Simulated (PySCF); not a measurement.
Ti(OiPr)2(OMe)2, C8H20O4Ti (singlet state).
Structure used (PBE0-D3(BJ)/def2-SVP), in Å, numbered top down from 1:
```xyz
33
C8H20O4Ti angstrom
Ti    -0.4313   -0.6341    0.0925
O      0.2145   -0.7754    1.7501
C      0.7793   -0.0588    2.8114
C     -0.2828    0.8067    3.4713
C      1.9683    0.7540    2.3217
H      1.1416   -0.8004    3.5500
H     -0.6645    1.5441    2.7470
H      0.1240    1.3464    4.3402
H     -1.1262    0.1868    3.8092
H      2.6994    0.1003    1.8237
H      1.6344    1.5132    1.5955
H      2.4693    1.2689    3.1556
O      0.8939   -0.8890   -1.0782
C      1.4372   -0.4245   -2.2812
C      1.9789    0.9839   -2.0930
C      0.3996   -0.5034   -3.3905
H      2.2786   -1.0967   -2.5406
H      1.1588    1.6640   -1.8128
H      2.4501    1.3580   -3.0147
H      2.7273    1.0009   -1.2869
H      0.0040   -1.5265   -3.4726
H     -0.4414    0.1745   -3.1704
H      0.8304   -0.2163   -4.3619
O     -1.0623    1.0123   -0.1515
C     -2.1359    1.8460   -0.4122
H     -3.0529    1.2706   -0.6345
H     -1.9214    2.4972   -1.2785
H     -2.3433    2.4981    0.4551
O     -1.7417   -1.7989   -0.1722
C     -2.3901   -3.0170   -0.1954
H     -1.8510   -3.7465   -0.8269
H     -3.4101   -2.9064   -0.6052
H     -2.4791   -3.4440    0.8202
```

Theory: PBE0-D3(BJ)/def2-SVP geometry optimisation, gas phase (PySCF 2.14.0).

Task: Which atoms are bound to Ti1, and at what distances?

Result: 4 atoms: O29 1.773 Å, O24 1.780 Å, O2 1.785 Å, O13 1.787 Å. The nearest atom not counted as bound is C14, at 3.03 Å (others tie with it).

Task: List the angles at Ti1.

Result: 
```json
{"angle": "O13–Ti1–O29", "degrees": "110.9", "distance of the outer atoms (Å)": "2.93"}
{"angle": "O2–Ti1–O29", "degrees": "110.7", "distance of the outer atoms (Å)": "2.93"}
{"angle": "O2–Ti1–O13", "degrees": "109.2", "distance of the outer atoms (Å)": "2.91"}
{"angle": "O2–Ti1–O24", "degrees": "109.2", "distance of the outer atoms (Å)": "2.91"}
{"angle": "O24–Ti1–O29", "degrees": "109.0", "distance of the outer atoms (Å)": "2.89"}
{"angle": "O13–Ti1–O24", "degrees": "107.8", "distance of the outer atoms (Å)": "2.88"}
```

Task: What is the shape at Ti1?

Result: Tetrahedral: angles from 107.8° to 110.9°; τ4 = (360° − α − β)/141° = 0.98 with α and β the two widest (0 for a square, 1 for a tetrahedron). The Ti–O distances aren't all alike: 1.773 to 1.787 Å.

Task: What are the other bond lengths?

Result: O2–C3, O13–C14 1.399 Å; C3–C4 and 3 like bonds 1.521 Å; O24–C25, O29–C30 1.382 Å. (A selection.)

Task: Give some angles away from the centre.

Result: Ti1–O2–C3 144.1°, O2–C3–C4 109.8°, C4–C3–C5 112.4°, Ti1–O24–C25 149.1°, Ti1–O29–C30 158.4°.

Task: What are the rotational constants (commonest isotopes, rigid rotor)?

Result: A = 675.4, B = 491.9, C = 397.8 MHz: an asymmetric top.

Point group: C1 (no symmetry element, even within 0.4 Å). Charge 0, singlet. Not checked by PBE0-D3(BJ)/def2-SVP frequencies.

On 2 threads, Intel Xeon 6975P-C (x86_64), no GPU (shared host), this took 16 min wall, 37 min CPU and 2.8 GiB of memory at its peak. These figures are those of the optimisation.
